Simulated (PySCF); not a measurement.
Unknown compound

The spectra below were simulated for a compound C$_{9}$H$_{9}$FO$_{2}$.

¹H NMR (400 MHz, computed): δ 7.41 (m, 1H), 7.32 (m, 1H), 6.82 (m, 1H), 5.88 (m, 2H), 4.18 (m, 2H), 4.17 (m, 2H).

¹³C{¹H} NMR (computed): δ 150.0 (C), 148.9 (C), 137.2 (C), 123.9 (CH), 121.1 (CH), 116.6 (CH), 86.5 (CH2), 67.2 (CH2), 67.2 (CH2).

Method: geometry from GFN2-xTB, NMR shieldings at PBE0/pcSseg-1/GIAO, in PySCF (single conformer, equivalent nuclei averaged, no relativistic terms, no solvent).

Shifts are taken against calculated references (same method and geometry level): ¹H and ¹³C against TMS.

Question: Propose a structure and justify it.

Answer: 
- Rings plus π bonds: 5 (2 rings in the answer).
- 9 carbon signals for 9 carbons: no two carbons are equivalent.
- Carbon types of the structure: 3 × C, 3 × CH, 3 × CH2, which accounts for all hydrogens.
- δC 150.0, 148.9: aromatic carbon bearing oxygen; the electronegative substituent deshields the carbon that carries it.
- δC 137.2: substituted aromatic carbon.
- δC 123.9, 121.1, 116.6: aromatic CH.
- δC 86.5: sp3 CH2 bonded to F, on an aromatic ring; the inductive effect lowers its shielding.
- δC 67.2, 67.2: sp3 CH2 bonded to O; pulled downfield by the heteroatom.
- δH 7.41, 7.32, 6.82: hydrogen on an aromatic CH.
- δH 4.18, 4.17: hydrogen on an sp3 CH2 bonded to O; its carbon carries O, hence the downfield position.

Structure: SMILES C1COc2c(ccc(CF)c2)O1.

The shifts were computed for this structure.

Splittings by ¹⁹F in the carbon and heteronuclear signals aren't shown, as no couplings were computed. Shifts are as computed. Against solution values, carbons near 30 ppm lie about +3 ppm off and those near 130 ppm about +5 ppm. Of 1211 compounds with measured shifts, 218 miss one by over three times the rms of a fit or turn the order of signals round; such compounds aren't used in these exercises. Multiplicities follow the n + 1 count of equivalent neighbours, as no J values were calculated; m marks all less simple cases, F and P coupling included.
